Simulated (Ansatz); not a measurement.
C3HCl, SMILES `C#C[C]Cl` (singlet; the order of the spin states depends on the level) (charge 0, multiplicity 1). This singlet lies 0.08 eV above the relaxed triplet at the level B3LYP/cc-pVTZ // PBE0-D3(BJ)/def2-TZVP (Ansatz, a first-principles code); other levels give the other order.

Cartesian coordinates (Å):
SMILES: C#C[C]Cl
```xyz
5

C     -1.2373    -0.2028    -0.7291
C     -0.0252    -0.1985    -0.6249
C      1.3296    -0.4157    -0.4916
Cl     2.2317     1.0150    -0.5225
H     -2.2988    -0.1981    -0.8209
```
Charge 0, multiplicity 1.

The restricted HF start is unstable towards unrestricted orbitals.

Problem. Give the natural occupations of the active orbitals, the CASSCF energy and the corrected energy for frozen-core fic-MRCISD+Q@CASSCF(2e,2o)/cc-pVTZ // PBE0-D3(BJ)/def2-TZVP (Ansatz).

Solution. 
```json
{
 "natural_occupations": "1.93, 0.07",
 "CASSCF energy": "-573.5842 Ha",
 "corrected_energy": "-574.2114 Ha",
 "weight_of_the_reference": "0.853"
}
```
